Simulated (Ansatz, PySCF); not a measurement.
This triplet is an excited state, 2.56 eV above the relaxed singlet at the level frozen-core CCSD(T)/cc-pVTZ // PBE0-D3(BJ)/def2-TZVP (Ansatz, a quantum-chemistry and plane-wave program).

```xyz
6

N     -0.8382    -0.1738     0.1027
C      0.2909     0.4289     0.6080
O      1.4793     0.4797    -0.0131
H     -1.3241    -0.7738     0.7546
H     -1.4926     0.4389    -0.3743
H      1.8848    -0.4000    -0.0480
```

Charge 0, multiplicity 3.

**Question.** Give the Mulliken and meta-Löwdin atomic charges from PySCF with PBE0-D3(BJ)/def2-TZVP.

**Answer.** 
```csv
atom,Mulliken (e),meta-Löwdin (e)
N1,-0.44,-0.45
C2,0.00,0.06
O3,-0.36,-0.44
H4,0.25,0.25
H5,0.24,0.24
H6,0.31,0.34
```
